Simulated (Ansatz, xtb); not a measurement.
## BCl2HOSi: which of two isomers lies lower

We compare a, `O=B[SiH](Cl)Cl`, a singlet, with b, `ClBO[Si]Cl`, a singlet. Both are isolated molecules in the gas phase, relaxed with BLYP-D3(BJ)/def2-SVP; the shapes shown needn't be the lowest conformers.

a (Å):

```yaml
atoms:
  - { symbol: B, position_ang: [0.2989, -0.0815, -2.0017] }
  - { symbol: Cl, position_ang: [3.4332, -1.0568, -2.1026] }
  - { symbol: Cl, position_ang: [1.6411, -1.0961, 0.8186] }
  - { symbol: O, position_ang: [-0.7365, -0.0884, -2.6370] }
  - { symbol: Si, position_ang: [1.9999, -0.0784, -0.9582] }
  - { symbol: H, position_ang: [2.4731, 1.2992, -0.6493] }
```

b (Å):

```yaml
atoms:
  - { symbol: B, position_ang: [0.5363, 0.0162, -0.3334] }
  - { symbol: Cl, position_ang: [1.7276, -0.4859, 0.8886] }
  - { symbol: Cl, position_ang: [-2.3925, 2.0609, 1.3660] }
  - { symbol: O, position_ang: [-0.7758, 0.0347, -0.0200] }
  - { symbol: Si, position_ang: [-2.3604, 0.0897, 0.5534] }
  - { symbol: H, position_ang: [0.9197, 0.3258, -1.4364] }
```

Quicker runs give these differences E(b) − E(a): GFN2-xTB −3.75 kcal/mol; HF/STO-3G −2.94 kcal/mol (at GFN2-xTB geometries); r2SCAN-D4/def2-SVP +0.92 kcal/mol (at GFN2-xTB geometries).

Estimate which is lower in electronic energy at CCSD(T)/def2-SVP + ΔMP2/def2-TZVPP, and by roughly how much.

Too close to call at this level: CCSD(T)/def2-SVP + ΔMP2/def2-TZVPP gives E(b) − E(a) = −0.16 kcal/mol.

How the difference moves with the method:

```tsv
level	geometry	E(b) − E(a) (kcal/mol)	departure from the last row (kcal/mol)	job, with rough time for the two
GFN2-xTB	GFN2-xTB	−3.75	−3.59	optimisation, 0.28 s
HF/STO-3G	GFN2-xTB	−2.94	−2.78	single point, 0.32 s
r2SCAN-D4/def2-SVP	GFN2-xTB	+0.92	+1.07	single point, 2.5 s
BLYP-D3(BJ)/def2-SVP	BLYP-D3(BJ)/def2-SVP	−2.83	−2.67	optimisation, 23 s
HF/def2-SVP	BLYP-D3(BJ)/def2-SVP	−5.04	−4.88	part of the CCSD(T) run
MP2/def2-SVP	BLYP-D3(BJ)/def2-SVP	+5.30	+5.46	part of the CCSD(T) run
CCSD(T)/def2-SVP	BLYP-D3(BJ)/def2-SVP	+1.73	+1.89	single point
CCSD(T)/def2-SVP + ΔMP2/def2-TZVPP	BLYP-D3(BJ)/def2-SVP	−0.16		single point, 16 s
```

As drawn, b has 1 B–Cl, 1 B–O, 1 O–Si, 1 B–H in place of 1 B=O, 1 B–Si, 1 Cl–Si, 1 Si–H.

The largest departure from CCSD(T)/def2-SVP + ΔMP2/def2-TZVPP is that of MP2/def2-SVP, 5.46 kcal/mol. The last row adds to CCSD(T) the change of the MP2 difference between the two basis sets, here −1.89 kcal/mol.

With harmonic frequencies from BLYP-D3(BJ)/def2-SVP (ideal gas, rigid rotor, one conformer each, 298.15 K, 1 atm): on the last row, ΔE + ΔZPE = +0.10 kcal/mol. A mode under 50 cm⁻¹ makes harmonic enthalpies and free energies unreliable, so none is given.

The correlated steps freeze 17 core orbitals. Run with Ansatz 0.2.0, xtb 6.7.1; the last row on 1 thread of Intel(R) Xeon(R) 6975P-C (Granite Rapids) on a shared host.
